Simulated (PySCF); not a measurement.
This script is equivalent to a calculation on As³⁺ (arsenic, charge +3).

```python
from pyscf import gto, scf, dft, mp, cc
import basis_set_exchange as bse
mol = gto.M(atom="As 0 0 0", charge=3, spin=0, symmetry="D2h",
            basis=gto.basis.parse(bse.get_basis("x2c-QZVPPall", elements=["As"], fmt="nwchem", augment_diffuse=1)),
            nucmod="G")
mf = dft.UKS(mol, xc="HYB_MGGA_XC_R2SCANH").sfx2c1e()
mf.irrep_nelec = {'Ag': (6, 6), 'B1g': (1, 1), 'B2g': (1, 1), 'B3g': (1, 1), 'B1u': (2, 2), 'B2u': (2, 2), 'B3u': (2, 2)}
mf.kernel()
```

Problem. What total energy does it give?

Solution. -2258.657 hartree (calculated).

Problem. Which occupied shell lies highest, and where?

Solution. 4s, at -45.160 eV.
